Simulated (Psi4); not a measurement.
CaCl2 (SMILES [Cl][Ca][Cl]), singlet, geometry from GFN2-xTB (such geometries of metal compounds can be far from the true shape). Base run: HF/6-31G** in Psi4.

Here is a job for Psi4.
```
memory 2 GB

molecule {
0 1
  Ca    0.20833325   -0.77248415   -0.00231624
  Cl    1.27221329    0.83465715   -1.36523888
  Cl   -1.51731124    0.07414773    1.36796387
}

set basis 6-31g**

energy('scf')
print_variables()
```

The base run was repeated with changes; each row names its change, and settings that it needs were set with it.

| change | basis functions | E (Eh) | dipole (D) |
|---|---|---|---|
| base | 61 | -1595.82539 | 8.99 |
| basis = STO-3G | ___ | ___ | ___ |
| basis = 6-31G | 43 | -1595.76671 | 10.57 |
| basis = def2-SV(P) | 60 | -1595.56140 | 8.06 |
| basis = def2-SVP | 60 | -1595.56140 | 8.06 |
| basis = 6-31G* | 61 | -1595.82539 | 8.99 |
| basis = def2-SVPD | ___ | ___ | ___ |
| basis = aug-pcseg-1 | 87 | -1595.77756 | 7.96 |
| basis = 6-311G** | ___ | ___ | ___ |
| basis = pcseg-2 | ___ | ___ | ___ |
| basis = def2-TZVP | 110 | -1595.95551 | 8.06 |
| basis = def2-TZVPP | 120 | -1595.95566 | 8.05 |
| basis = cc-pVQZ | 186 | -1595.99866 | 7.87 |

Complete the blanks.


- basis = STO-3G, basis functions: 31
- basis = STO-3G, E (Eh): -1579.23959
- basis = STO-3G, dipole (D): 8.10
- basis = def2-SVPD, basis functions: 81
- basis = def2-SVPD, E (Eh): -1595.57876
- basis = def2-SVPD, dipole (D): 7.98
- basis = 6-311G**, basis functions: 91
- basis = 6-311G**, E (Eh): -1595.93721
- basis = 6-311G**, dipole (D): 8.73
- basis = pcseg-2, basis functions: 101
- basis = pcseg-2, E (Eh): -1595.95406
- basis = pcseg-2, dipole (D): 8.22

Totals compare only among sets that treat the same electrons; sets with core potentials leave the core out.
